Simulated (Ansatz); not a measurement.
`C=NCS[SiH3]`, relaxed with RKS PBE-D4/def2-SVP in Ansatz from a rough embedded geometry. The force threshold is 0.03 eV/Å; the program also tests the step.

The species carries charge 0 and has multiplicity 1.

Start:

```xyz
12

C    -1.525   -0.219    1.647
N    -0.313   -0.263    1.392
C    -0.016   -1.083    0.246
S    -0.271   -0.345   -1.465
Si    1.256    1.187   -1.453
H    -1.905    0.332    2.570
H    -2.342   -0.787    1.111
H     1.037   -1.437    0.246
H    -0.637   -2.005    0.211
H     1.271    1.775   -2.841
H     0.910    2.288   -0.493
H     2.534    0.556   -1.172
```

How much energy does the relaxation release, and in how many steps? (An estimate is asked.)

Ansatz gave: 0.32 eV, in 15 steps.

Which bonds change most? (Best estimate.)

Computed: Si5–H12 from 1.453 to 1.502 Å; C1–N2 from 1.239 to 1.275 Å; C1–H6 from 1.141 to 1.107 Å; C3–S4 from 1.881 to 1.852 Å.

Give the relaxed structure. (An estimate is asked.)

Computed: 
```xyz
12

C    -1.266   -0.117    1.669
N    -0.247   -0.187    0.906
C    -0.132   -1.272   -0.031
S     0.005   -0.590   -1.748
Si    1.111    1.216   -1.270
H    -1.360    0.733    2.372
H    -2.086   -0.876    1.669
H     0.800   -1.835    0.191
H    -0.993   -1.985   -0.034
H     1.521    1.687   -2.639
H     0.305    2.305   -0.623
H     2.342    0.922   -0.461
```
